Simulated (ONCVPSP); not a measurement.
# Logarithmic derivatives: Zn, ONCV

ONCVPSP 4.0.1 input, shortened (lines: element, Z, core and valence counts, functional; n l f; lmax; l rc ep ncon nbas qcut; lloc lpopt rc5 dvloc0; l nproj debl; icmod fcfact rcfact), PBEsol, scalar-relativistic:

```
  Zn 30.00    6    1  -116133      upf
    1    0    2.00
    2    0    2.00
    2    1    6.00
    3    0    2.00
    3    1    6.00
    3    2   10.00
    4    0    2.00
    2
    0    1.50    0.00    3    6    4.20
    1    1.60    0.12    4    7    4.40
    2    1.20    0.40    4    7    6.90
    4    5    0.80    2.00
    0    3    1.40
    1    1    3.60
    2    2    2.20
    0    0.00    0.00
```

The phase is arctan(r·R′/R) of the radial function R(r), unwrapped; energies in Ha, scanned from -2 to 5 Ha. A pole is an energy at which the radial function vanishes at the test radius. The pseudo phase is shifted by a multiple of π to meet the all-electron one at the reference energy, and phase errors are pseudo minus all-electron; the curves can meet again beyond the range given. Levels narrower than the energy grid can be missing from the lists of poles. Where the grid stepped over a known ghost or core level, its pole and its step of π were put in at the level’s energy.

| channel | radius (bohr) | reference energy (Ha) | poles, all-electron | poles, pseudo | unbroken range about the reference energy with phases within 0.05 rad | phase error 1 Ha above the reference energy (rad) |
| --- | --- | --- | --- | --- | --- | --- |
| s | 1.52 | -0.22 | none | none | the whole range | -0.000 |
| p | 1.62 | 0.12 | 4.80 | -0.18, 4.68 | -0.1 to 0.7 | +0.061 |
| d | 1.22 | 0.40 | -0.37, 0.58 | 0.58 | above -0.4 | -0.000 |

Note: ghosts flagged at negative energy: s at -133.6 eV, p at -5.3 eV; GHOST(+) flagged for s at 282.4 eV. A true bound ghost makes a file unfit for plane-wave use.

Phases in the s channel:

```json
{"E (Ha)": "-1.98", "all-electron": "1.073", "pseudo": "1.073"}
{"E (Ha)": "-1.80", "all-electron": "1.035", "pseudo": "1.035"}
{"E (Ha)": "-1.62", "all-electron": "0.991", "pseudo": "0.990"}
{"E (Ha)": "-1.44", "all-electron": "0.938", "pseudo": "0.938"}
{"E (Ha)": "-1.26", "all-electron": "0.876", "pseudo": "0.875"}
{"E (Ha)": "-1.08", "all-electron": "0.801", "pseudo": "0.800"}
{"E (Ha)": "-0.90", "all-electron": "0.709", "pseudo": "0.709"}
{"E (Ha)": "-0.72", "all-electron": "0.597", "pseudo": "0.597"}
{"E (Ha)": "-0.54", "all-electron": "0.460", "pseudo": "0.460"}
{"E (Ha)": "-0.36", "all-electron": "0.296", "pseudo": "0.295"}
{"E (Ha)": "-0.18", "all-electron": "0.106", "pseudo": "0.105"}
{"E (Ha)": "0.00", "all-electron": "-0.101", "pseudo": "-0.101"}
{"E (Ha)": "0.18", "all-electron": "-0.307", "pseudo": "-0.308"}
{"E (Ha)": "0.36", "all-electron": "-0.499", "pseudo": "-0.499"}
{"E (Ha)": "0.54", "all-electron": "-0.665", "pseudo": "-0.665"}
{"E (Ha)": "0.72", "all-electron": "-0.803", "pseudo": "-0.803"}
{"E (Ha)": "0.90", "all-electron": "-0.917", "pseudo": "-0.917"}
{"E (Ha)": "1.08", "all-electron": "-1.010", "pseudo": "-1.010"}
{"E (Ha)": "1.26", "all-electron": "-1.086", "pseudo": "-1.086"}
{"E (Ha)": "1.44", "all-electron": "-1.149", "pseudo": "-1.149"}
{"E (Ha)": "1.62", "all-electron": "-1.201", "pseudo": "-1.201"}
{"E (Ha)": "1.80", "all-electron": "-1.246", "pseudo": "-1.246"}
{"E (Ha)": "1.98", "all-electron": "-1.284", "pseudo": "-1.284"}
{"E (Ha)": "2.16", "all-electron": "-1.317", "pseudo": "-1.317"}
{"E (Ha)": "2.34", "all-electron": "-1.346", "pseudo": "-1.346"}
{"E (Ha)": "2.52", "all-electron": "-1.372", "pseudo": "-1.372"}
{"E (Ha)": "2.70", "all-electron": "-1.395", "pseudo": "-1.395"}
{"E (Ha)": "2.88", "all-electron": "-1.415", "pseudo": "-1.415"}
{"E (Ha)": "3.06", "all-electron": "-1.434", "pseudo": "-1.434"}
{"E (Ha)": "3.24", "all-electron": "-1.451", "pseudo": "-1.451"}
{"E (Ha)": "3.42", "all-electron": "-1.466", "pseudo": "-1.466"}
{"E (Ha)": "3.60", "all-electron": "-1.481", "pseudo": "-1.481"}
{"E (Ha)": "3.78", "all-electron": "-1.494", "pseudo": "-1.494"}
{"E (Ha)": "3.96", "all-electron": "-1.507", "pseudo": "-1.507"}
{"E (Ha)": "4.14", "all-electron": "-1.519", "pseudo": "-1.519"}
{"E (Ha)": "4.32", "all-electron": "-1.530", "pseudo": "-1.530"}
{"E (Ha)": "4.50", "all-electron": "-1.541", "pseudo": "-1.541"}
{"E (Ha)": "4.68", "all-electron": "-1.552", "pseudo": "-1.552"}
{"E (Ha)": "4.86", "all-electron": "-1.562", "pseudo": "-1.562"}
```
